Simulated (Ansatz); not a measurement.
Reaction (formal hydrolysis of the Hf–F bond): `[NH2][Hf]([OH])([OH])[F]` + H₂O → `[NH2][Hf]([OH])([OH])[OH]` + H–F

Computed with Ansatz on PBE0-D4/def2-TZVP structures; ΔE is electronic, products minus reactants. CCSD(T)/CBS is the MP2 limit (def2-TZVPP, def2-QZVPP) plus CCSD(T) − MP2 in def2-TZVPP, frozen cores. This one scheme is used for every species. DFT in def2-TZVPP. Elements past krypton have def2 core potentials. For Hf outer-core shells are correlated without core-valence functions, which leaves a few kJ/mol of doubt a bond. Each species was taken in one conformer, which may not be the lowest.

(1) Is it downhill or uphill in electronic energy at CCSD(T)/CBS, and by how much? (Best estimate.)

(2) What do these levels give: PBE0-D4, ωB97M-V, MP2/def2-TZVPP, MP2/def2-QZVPP, HF/CBS(def2), MP2/CBS(def2)? (Best estimate.)

Largest T1 diagnostic among the species: 0.015.

## Answers

(1) The calculation gave: Uphill: ΔE = +13.1 kcal/mol.

(2) Ansatz gave: PBE0-D4 13.9, ωB97M-V 14.3, MP2/def2-TZVPP 12.3, MP2/def2-QZVPP 12.5, HF/CBS(def2) 15.2, MP2/CBS(def2) 12.4 kcal/mol.

In def2-TZVPP, CCSD(T) changes the Hartree–Fock value by −2.0 kcal/mol (the triples alone add −0.2 kcal/mol) and MP2 by −2.6 kcal/mol.
